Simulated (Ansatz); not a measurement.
Calculated with Ansatz (gas phase, PBE0-D4/def2-TZVP geometries, no zero-point term in ΔE). CBS: MP2 limit from def2 TZ/QZ plus the TZ coupled-cluster correction, frozen cores. This one scheme is used for every species, atoms too. Functionals use def2-TZVPP. Open shells (•) are unrestricted, without spin–orbit coupling. Spin–orbit coupling would lower the free atoms: a little for F. Bonds to Ge are less sure, by a few kJ/mol each and by 10 to 20 or more in all where they break to atoms, as the def2 sets lack core-valence functions. Scalar relativity is left out up to krypton.

Consider the homolysis of the F–Ge bond: `[CH3][GeH]([F])[SiH3]` → F• + `[CH3][GeH][SiH3]`•.

```tsv
species	PBE-QIDH energy (Eh)
`[CH3][GeH]([F])[SiH3]`	-2507.80747
F•	-99.66615
`[CH3][GeH][SiH3]`•	-2407.94185
```

**Question.** Work out ΔE.

**Answer.** ΔE = (-99.66615) + (-2407.94185) − (-2507.80747) = 0.19947 Eh = +523.7 kJ/mol. CCSD(T)/CBS gives +543.1 kJ/mol.

Largest T1 diagnostic among the species: 0.012.

At CCSD(T), def2-SVP lies −44.5 kJ/mol from the extrapolated value and def2-TZVPP −17.3 kJ/mol: correlation converges slowly with the basis, and small sets miss more of it in the bonded molecule than in its fragments. From BLYP to BHLYP (50 % exact exchange), in def2-TZVPP and without D4, ΔE moves by −31.9 kJ/mol: exact exchange takes away binding that semilocal exchange gives to molecules. Leaving LDA and LC-ωPBE aside and taking each functional with its dispersion term where it has one, the values, not all of them listed here, spread over 42.3 kJ/mol, from BHLYP-D4 to ωB97X-V. LDA lies +83.3 kJ/mol from PBE without D4, its usual overbinding.
